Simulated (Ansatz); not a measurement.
A run on F₃HNTa, SMILES `[NH]=[Ta]([F])([F])[F]` with other settings.

```yaml
crystal:
  periodic: [false, false, false]
  atoms:
    - {symbol: N, position_ang: [-0.839641, 0.812264, 0.822862]}
    - {symbol: Ta, position_ang: [0.590764, -0.378383, -0.225858]}
    - {symbol: F, position_ang: [1.459337, -1.146948, 0.915410]}
    - {symbol: F, position_ang: [-0.713991, -1.456966, -1.242542]}
    - {symbol: F, position_ang: [1.162063, 1.011338, -1.365612]}
    - {symbol: H, position_ang: [-1.333578, 1.197659, 1.465691]}
basis:
  gaussian: {orbitals: def2-mTZVPP}
total_charge: -1
magnetization: {spin_polarized: true, initial_magnetization: 1}
hamiltonian: {xc: {name: PBE-QIDH}}
accuracy: high
```

```sh
$ ansatz run in.yaml --threads 4 --pin off --events-out ev --progress --plain --max-ram 10444MiB
```

Output, abridged:

```
Functional definition: PBE-QIDH
2688 factors; integrals over basis functions are off by at most 1.0e-7 eV
mean field evaluation 1: about -11175.8282 eV, gradient 4.6e1 eV
mean field evaluation 2: about -11175.8330 eV, gradient 4.6e1 eV
mean field evaluation 4: about -11186.3076 eV, gradient 1.0e1 eV
mean field evaluation 8: about -11187.0230 eV, gradient 6.6e-1 eV
mean field evaluation 16: about -11187.0786 eV, gradient 1.3e-1 eV
mean field evaluation 64: about -11187.0187 eV, gradient 2.4e0 eV
mean field evaluation 128: about -11186.7848 eV, gradient 9.5e-1 eV
mean field evaluation 160: about -11187.1481 eV, gradient 2.8e-3 eV
mean field evaluation 192: about -11187.1481 eV, gradient 1.1e-6 eV
mean field -11187.23305979 eV, -411.1232319683 hartree, gradient 2.5e-8 eV, S^2 1.288535; 12 other end points of the search recorded, 0 dependent functions left out
4 core orbitals not correlated: weight in the atoms' cores, before any rotation towards them, 1.000 or more for the frozen orbitals, at most 0.000 for the correlated occupied ones
reference -11187.23306149 eV, -411.1232320310 hartree; 21, 20 occupied and 112, 113 virtual orbitals, 2688 factors
second order -34.32436858 eV of doubles, -0.00000000 eV of singles
Total energy: -11198.67451769 eV, -411.5436977908 hartree
```

Hardware: 4 threads of an Arm Neoverse V1 on a shared host. Wall time 50 s, peak host memory 0.9 GiB.
